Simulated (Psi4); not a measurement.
H$_{11}$Si$_{6}$, doublet, at a GFN2-xTB geometry; PBE/STO-3G run with Psi4 1.11.

Input for Psi4:
```
memory 2 GB

molecule {
0 2
  Si   -2.00928681    0.31082660    1.04009462
  Si   -0.99917176    1.88841840   -0.30786964
  Si    1.33189105    1.86714352   -0.19955031
  Si    2.16544122   -0.29385339   -0.43750807
  Si    0.52549777   -1.90244534   -0.79030876
  Si   -1.22044177   -1.84448819    0.75266407
  H    -1.87499552    0.71935075    2.45827646
  H    -1.55553093    3.23387203   -0.11514543
  H    -1.38026573    1.55425403   -1.69439246
  H     1.70927656    2.39928772    1.12036694
  H     1.97417437    2.80156719   -1.13565077
  H     3.19097114   -0.33738215   -1.48875925
  H     2.91262466   -0.65638541    0.77738508
  H     1.09306438   -3.24634636   -0.95936981
  H    -0.08846579   -1.63116720   -2.10228082
  H    -0.77260544   -2.47247584    2.00725274
  H    -2.32326312   -2.72299726    0.32701094
}

set basis sto-3g
set reference uks
set scf_type pk
set puream true
set d_convergence 1e-8
set dft_radial_points 99
set dft_spherical_points 590

energy('pbe')
print_variables()
```

It wrote (shortened):

```
   => Loading Basis Set <=

    Name: STO-3G
    Role: ORBITAL
    Keyword: BASIS

         ---------------------------------------------------------
                                   SCF
               by Justin Turney, Rob Parrish, Andy Simmonett
                          and Daniel G. A. Smith
                              UKS Reference
         ---------------------------------------------------------

  ==> Geometry <==

    Molecular point group: c1
    Full point group: C1

    Geometry (in Angstrom), charge = 0, multiplicity = 2:

       Center              X                  Y                   Z               Mass
    ------------   -----------------  -----------------  -----------------  -----------------
         SI          -1.993317590995     0.308842629015     1.035637012478    27.976926534650
         SI          -0.983202540995     1.886434429015    -0.312327247522    27.976926534650
         SI           1.347860269005     1.865159549015    -0.204007917522    27.976926534650
         SI           2.181410439005    -0.295837360985    -0.441965677522    27.976926534650
         SI           0.541466989005    -1.904429310985    -0.794766367522    27.976926534650
         SI          -1.204472550995    -1.846472160985     0.748206462478    27.976926534650
         H           -1.859026300995     0.717366779015     2.453818852478     1.007825032230
         H           -1.539561710995     3.231888059015    -0.119603037522     1.007825032230
         H           -1.364296510995     1.552270059015    -1.698850067522     1.007825032230
         H            1.725245779005     2.397303749015     1.115909332478     1.007825032230
         H            1.990143589005     2.799583219015    -1.140108377522     1.007825032230
         H            3.206940359005    -0.339366120985    -1.493216857522     1.007825032230
         H            2.928593879005    -0.658369380985     0.772927472478     1.007825032230
         H            1.109033599005    -3.248330330985    -0.963827417522     1.007825032230
         H           -0.072496570995    -1.633151170985    -2.106738427522     1.007825032230
         H           -0.756636220995    -2.474459810985     2.002795132478     1.007825032230
         H           -2.307293900995    -2.724981230985     0.322553332478     1.007825032230

  Running in c1 symmetry.

  Rotational constants: A =      0.03485  B =      0.03188  C =      0.01849 [cm^-1]
[...]
      Ntotal   =   94.9999961171 ; deviation = -3.883e-06

   @Spin Contamination Metric:   1.363355434E-03
   @S^2 Expected:                7.500000000E-01
   @S^2 Observed:                7.513633554E-01
   @S   Expected:                5.000000000E-01
   @S   Observed:                5.000000000E-01

    Orbital Energies [Eh]
    ---------------------

    Alpha Occupied:

[...]
    Alpha Virtual:

[...]
    Beta Occupied:

[...]
    Beta Virtual:

[...]
    Final Occupation by Irrep:
              A
    DOCC [    47 ]
    SOCC [     1 ]
    NA   [    48 ]
    NB   [    47 ]

  @UKS Final Energy: -1722.47733601382947

   => Energetics <=

    Nuclear Repulsion Energy =            663.8182103830351934
    One-Electron Energy =               -3724.2058120414449149
    Two-Electron Energy =                1466.7884924346999469
    DFT Exchange-Correlation Energy =    -128.8782267901194700
    Empirical Dispersion Energy =           0.0000000000000000
    VV10 Nonlocal Energy =                  0.0000000000000000
    Total Energy =                      -1722.4773360138294720

  UHF NO Occupations:
  HONO-2 :   46  A 1.9997921
  HONO-1 :   47  A 1.9997231
  HONO-0 :   48  A 1.0000000
  LUNO+0 :   49  A 0.0002769
  LUNO+1 :   50  A 0.0002079
  LUNO+2 :   51  A 0.0001378
  LUNO+3 :   52  A 0.0000527

Computation Completed

Properties will be evaluated at   0.000000,   0.000000,   0.000000 [a0]

Properties computed using the SCF density matrix

 Multipole Moments:

 ------------------------------------------------------------------------------------
     Multipole            Electronic (a.u.)      Nuclear  (a.u.)        Total (a.u.)
 ------------------------------------------------------------------------------------

 L = 1.  Multiply by 2.5417464519 to convert [e a0] to [Debye]
 Dipole X            :         -3.0283558            2.8668585           -0.1614973
 Dipole Y            :          0.4009651           -0.3561706            0.0447946
 Dipole Z            :          0.8671797           -0.8002468            0.0669330
 Magnitude           :                                                    0.1804659

 ------------------------------------------------------------------------------------

  Variable Map:
  ----------------------------------------------------------------------------
[...]
  Array Variable Map:
  ----------------------------------------------------------------------------
[...]
[...]
```
